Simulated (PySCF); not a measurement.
Species: cyclo-(Me2SiS)3 (C6H18S3Si3). The columns A, B, C and D hold Mulliken, IAO, Hirshfeld and ESP-fitted charges (e) of one PBE0/pcSseg-1 density (PySCF), in a shuffled order. Coordinates in Å (PBE0-D3(BJ)/def2-SVP); the density's dipole moment is (-0.80, -0.87, 0.12) D.

| atom | x | y | z | A | B | C | D |
| --- | --- | --- | --- | --- | --- | --- | --- |
| Si1 | 1.960 | -0.223 | 0.488 | +0.343 | +0.931 | +0.721 | +0.776 |
| C2 | 1.619 | -0.294 | 2.324 | -0.218 | -0.722 | -0.578 | -0.876 |
| C3 | 3.722 | -0.697 | 0.095 | -0.215 | -0.712 | -0.608 | -0.602 |
| S4 | 1.709 | 1.797 | -0.230 | -0.189 | -0.461 | -0.470 | -0.464 |
| Si5 | -0.398 | 1.875 | -0.703 | +0.343 | +0.931 | +0.720 | +0.800 |
| C6 | -0.674 | 1.296 | -2.458 | -0.219 | -0.722 | -0.577 | -0.889 |
| C7 | -0.916 | 3.654 | -0.471 | -0.215 | -0.712 | -0.607 | -0.632 |
| S8 | -1.580 | 0.753 | 0.719 | -0.168 | -0.453 | -0.489 | -0.478 |
| Si9 | -1.250 | -1.308 | 0.165 | +0.350 | +0.921 | +0.720 | +0.953 |
| C10 | -1.538 | -2.304 | 1.720 | -0.215 | -0.714 | -0.587 | -0.815 |
| C11 | -2.424 | -1.850 | -1.185 | -0.215 | -0.714 | -0.587 | -0.843 |
| S12 | 0.736 | -1.619 | -0.624 | -0.168 | -0.453 | -0.489 | -0.474 |
| H13 | 2.331 | 0.366 | 2.845 | +0.047 | +0.162 | +0.157 | +0.237 |
| H14 | 1.739 | -1.319 | 2.705 | +0.044 | +0.154 | +0.152 | +0.223 |
| H15 | 0.601 | 0.062 | 2.542 | +0.029 | +0.164 | +0.180 | +0.192 |
| H16 | 3.940 | -1.710 | 0.470 | +0.046 | +0.159 | +0.151 | +0.156 |
| H17 | 3.901 | -0.676 | -0.990 | +0.045 | +0.165 | +0.160 | +0.157 |
| H18 | 4.416 | 0.011 | 0.575 | +0.047 | +0.159 | +0.153 | +0.173 |
| H19 | -0.295 | 0.273 | -2.591 | +0.029 | +0.164 | +0.179 | +0.195 |
| H20 | -1.744 | 1.328 | -2.716 | +0.043 | +0.154 | +0.152 | +0.226 |
| H21 | -0.122 | 1.958 | -3.144 | +0.047 | +0.162 | +0.157 | +0.238 |
| H22 | -0.773 | 3.969 | 0.572 | +0.045 | +0.165 | +0.160 | +0.163 |
| H23 | -0.312 | 4.309 | -1.118 | +0.047 | +0.159 | +0.153 | +0.182 |
| H24 | -1.977 | 3.780 | -0.737 | +0.045 | +0.159 | +0.151 | +0.162 |
| H25 | -0.834 | -2.023 | 2.515 | +0.043 | +0.160 | +0.157 | +0.199 |
| H26 | -1.411 | -3.376 | 1.503 | +0.046 | +0.159 | +0.152 | +0.185 |
| H27 | -2.563 | -2.141 | 2.090 | +0.046 | +0.159 | +0.153 | +0.226 |
| H28 | -2.247 | -2.906 | -1.443 | +0.046 | +0.159 | +0.153 | +0.232 |
| H29 | -2.296 | -1.244 | -2.094 | +0.043 | +0.160 | +0.158 | +0.204 |
| H30 | -3.463 | -1.743 | -0.838 | +0.046 | +0.159 | +0.152 | +0.196 |

**Question.** Which column most likely holds the ESP-fitted charges?

**Answer.** D. Σ q r misses the density's dipole by 0.01 D (D), 0.43 D (B), 0.46 D (C), 0.56 D (A). Charges fitted to the outside potential are the only set here that is tied to the molecule's multipoles.

**Question.** And the Hirshfeld charges?

**Answer.** A. The mean sizes are 0.121 e (A), 0.333 e (C), 0.378 e (B), 0.405 e (D), and Hirshfeld charges are commonly the smallest of these schemes.

As computed, A = Hirshfeld, B = IAO, C = Mulliken, D = ESP-fitted. Hydrogens on carbon: Hirshfeld +0.03 to +0.05, IAO +0.15 to +0.17, Mulliken +0.15 to +0.18, ESP-fitted +0.16 to +0.24 e.

The Hirshfeld scheme divides the density at each point in proportion to the densities of the neutral, spherically averaged free atoms. The ESP scheme is a least-squares fit of atom-centred charges to the potential on four shells outside the van der Waals surface, with the total charge fixed.

The structure is a single PBE0-D3(BJ)/def2-SVP conformer in the gas phase; no vibrational or solvent corrections.

These values come from a run that also computed NMR shieldings. The run took 1.8 min wall, 4.1 min CPU (with the writing of density and orbital grids) on 2 threads of an AMD EPYC 7R43, shared host with 256 logical CPUs at a one-minute load of 64, and the process peaked at 3.1 GiB of memory.
